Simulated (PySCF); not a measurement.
## TeCl: mean field, correlation and small terms against distance

State: ²Π, doublet, unpaired electrons π ↑. ROHF-based CCSD(T) in PySCF 2.14 with Te cc-pVTZ-PP with ECP28, Cl cc-pV(T+d)Z and Te cc-pVQZ-PP with ECP28, Cl cc-pV(Q+d)Z (frozen core orbitals: 14; scalar-relativistic core potentials). Correlation energies are extrapolated as n⁻³ (n = 3, 4), Hartree–Fock as (n+1)·exp(−9√n). All energies in eV from Te + Cl.

```json
{"R (Å)": "2.0481", "HF/CBS": "-0.536", "CCSD corr.": "-1.158", "(T)": "-0.1517", "total": "-1.846"}
{"R (Å)": "2.1412", "HF/CBS": "-1.107", "CCSD corr.": "-1.149", "(T)": "-0.1577", "total": "-2.413"}
{"R (Å)": "2.2343", "HF/CBS": "-1.380", "CCSD corr.": "-1.141", "(T)": "-0.1644", "total": "-2.685"}
{"R (Å)": "2.3274", "HF/CBS": "-1.449", "CCSD corr.": "-1.136", "(T)": "-0.1717", "total": "-2.757"}
{"R (Å)": "2.4205", "HF/CBS": "-1.379", "CCSD corr.": "-1.135", "(T)": "-0.1799", "total": "-2.694"}
{"R (Å)": "2.5369", "HF/CBS": "-1.165", "CCSD corr.": "-1.140", "(T)": "-0.1918", "total": "-2.497"}
{"R (Å)": "2.6533", "HF/CBS": "-0.865", "CCSD corr.": "-1.153", "(T)": "-0.2059", "total": "-2.224"}
```

A fit to the total gives Re = 2.3241 Å, De = 2.757 eV, ωe = 391.9 cm⁻¹, Be = 0.1133 cm⁻¹ (masses 129.9062 and 34.9689 u).

Problem. At R = 2.3274 Å the CCSD correlation energy is -0.328464 hartree in the smaller basis and -0.358285 in the larger. Extrapolate it.

Solution. (4³·E4 − 3³·E3)/(4³ − 3³) = -0.38005 hartree; the larger basis holds 94.3 % of it.

The T1 diagnostic is 0.018. The state was picked by a PBE0 search and need not be the measured ground state. Spin–orbit coupling, excitations beyond (T) and corrections to the Born–Oppenheimer picture are left out, and spin–orbit coupling matters for open p, d or f shells this heavy.
